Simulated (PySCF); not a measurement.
**Structure from NMR data**

An unknown has the formula C2H11FO2Si4. Its calculated NMR data are:

1H NMR (400 MHz, computed): δ 5.64 (m, 2H), 5.63 (m, 1H), 5.17 (s, 3H), 5.16 (m, 2H), 5.15 (s, 3H).

13C{1H} NMR (computed): δ 189.4 (C), 125.4 (CH).

PySCF 2.14 calculation with σ from GIAO-PBE0/pcSseg-1 and geometry: GFN2-xTB; isolated molecule, equivalent nuclei averaged, one computed conformer, no relativistic terms.

Shifts are taken against calculated references (same method and geometry level): TMS for 1H (31.72 ppm), 13C (186.93 ppm).

Propose a structure and justify it.

Answers


1. Rings plus π bonds: 1 (no ring in the answer).
2. 2 carbon signals for 2 carbons: no two carbons are equivalent.
3. Carbon types of the structure: 1 × C, 1 × CH, leaving 10 H on heteroatoms.
4. δC 189.4: fully substituted alkene carbon.
5. δC 125.4: alkene CH; the olefinic region.
6. δH 5.64, 5.16: hydrogen on a silicon bonded to C, O.
7. δH 5.63: hydrogen on an alkene CH; attached to an sp2 carbon and in the plane of the double bond.
8. δH 5.17, 5.15: hydrogen on a silicon bonded to O.

Structure: SMILES [SiH3]O[SiH2]/C(F)=C/[SiH2]O[SiH3].

This is the structure that produced the data.

Splittings by 19F in the carbon and heteronuclear signals aren't shown, as no couplings were computed. Shifts are as computed. Against solution values, carbons near 30 ppm lie about +3 ppm off and those near 130 ppm about +5 ppm. Of 1309 compounds with measured shifts, 239 miss one by over three times the rms of a fit or turn the order of signals round; such compounds aren't used in these exercises. No couplings were computed; multiplicities are counted from neighbouring protons, with m where these are inequivalent, close in shift, in a saturated or five-membered ring or joined by F or P, and br s for small geminal =CH2 splittings.
